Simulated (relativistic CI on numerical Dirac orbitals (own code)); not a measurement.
Calculated levels, Co4+

These numbers are calculated, not measured: Dirac-Coulomb-Breit CI, orbitals from a KLI potential per configuration, model QED, valence Slater integrals scaled by 0.85, P86 correlation energy added to each configuration (own radial code, finite nucleus).

Configurations in the expansion (outside the closed core [Ne]): 3s2.3p6.3d5, 3s2.3p6.3d4.4s, 3s2.3p6.3d4.4p, 3s2.3p5.3d6, 3s2.3p6.3d4.4d, 3s2.3p6.3d4.5s, 3s2.3p6.3d4.5p, 3s2.3p6.3d4.4f, 3s2.3p6.3d4.5d, 3s2.3p6.3d3.4s.4p, 3s2.3p6.3d4.5f, 3s2.3p6.3d4.5g, 3s.3p6.3d6, 3s2.3p6.3d3.4s2, 3s2.3p6.3d2.4s2.4p, 3s2.3p6.3d2.4s2.4d, 3s2.3p6.3d2.4s2.5s, 3s2.3p6.3d2.4s2.5p. Double excitations out of closed p, d and f shells are left out; levels of such configurations are missing from the list, as are those of other unlisted configurations, and high levels can miss mixing partners.

The lowest level is 3s2.3p6.3d5 6S_5/2, with 100 % of that term; Hund's rules for 3s2.3p6.3d5 give 6S with J = 5/2, in agreement.

```csv
No.,Configuration,Term,J,E (cm⁻¹),%,Next component (%),Lifetime (s)
1,3s2.3p6.3d5,6S,5/2,0.0,100,,
2,3s2.3p6.3d5,4G,11/2,35335.9,100,,
3,3s2.3p6.3d5,4G,9/2,35407.5,100,,7.71e+04
4,3s2.3p6.3d5,4G,5/2,35415.6,99,,
5,3s2.3p6.3d5,4G,7/2,35425.9,100,,1.74e+06
6,3s2.3p6.3d5,4P,5/2,40201.3,89,10 4D,3.55e-01
7,3s2.3p6.3d5,4P,3/2,40349.7,92,8 4D,5.40e-01
8,3s2.3p6.3d5,4P,1/2,40513.4,97,3 4D,
9,3s2.3p6.3d5,4D,7/2,43258.7,99,,1.37e+01
10,3s2.3p6.3d5,4D,1/2,43475.1,97,3 4P,6.13e+00
11,3s2.3p6.3d5,4D,3/2,43586.2,92,8 4P,3.96e+00
12,3s2.3p6.3d5,4D,5/2,43593.4,90,10 4P,3.02e+00
13,3s2.3p6.3d5,2I,11/2,51000.7,99,1 2H,5.34e+01
14,3s2.3p6.3d5,2I,13/2,51020.4,100,,
15,3s2.3p6.3d5,2D,5/2,55726.2,71,27 2F,4.94e-01
16,3s2.3p6.3d5,2D,3/2,56452.4,94,6 4F,1.18e+00
17,3s2.3p6.3d5,2F,7/2,57945.2,96,2 4F,6.50e-01
18,3s2.3p6.3d5,2F,5/2,59022.7,52,33 4F,6.56e-01
19,3s2.3p6.3d5,4F,9/2,59275.0,95,4 2G,8.50e-01
20,3s2.3p6.3d5,4F,7/2,59443.8,95,4 2F,7.95e-01
21,3s2.3p6.3d5,4F,3/2,59689.4,94,6 2D,6.96e-01
22,3s2.3p6.3d5,4F,5/2,59753.4,65,20 2F,5.23e-01
23,3s2.3p6.3d5,2H,9/2,62264.0,75,23 2G,1.08e+00
24,3s2.3p6.3d5,2H,11/2,62805.3,99,1 2I,4.67e-01
25,3s2.3p6.3d5,2G,7/2,63542.1,98,1 2F,6.44e+00
26,3s2.3p6.3d5,2G,9/2,64110.2,72,25 2H,2.28e+00
27,3s2.3p6.3d5,2F,5/2,68054.8,99,1 4F,2.26e+00
28,3s2.3p6.3d5,2F,7/2,68212.2,99,1 4F,2.16e+00
29,3s2.3p6.3d5,2S,1/2,74745.2,100,,5.63e-01
30,3s2.3p6.3d5,2D,3/2,83615.4,100,,3.64e-01
```

Energies count from the lowest computed level; lifetimes are radiative, by E1, M1, E2 decay to levels of this space only; some are left blank where a channel outside the calculation adds to the decay or the decay crosses a small, uncertain gap.

The mean weight of the leading LS term, summed over parents, in these 30 levels is 92 %, and that of the leading jj configuration (from the same eigenvectors) 51 %, so LS coupling describes them better.

At this charge configurations can still be misplaced by up to about 7 % of their energy. 45 of the 46 excited levels that our extract of the measured tables holds in this range could be paired (the sources list more); they are missed by 1988 cm⁻¹ on average and 3207 at most, and levels without a partner can miss by more. Some levels of the ground configuration have no partner and can miss by 10 % or more.
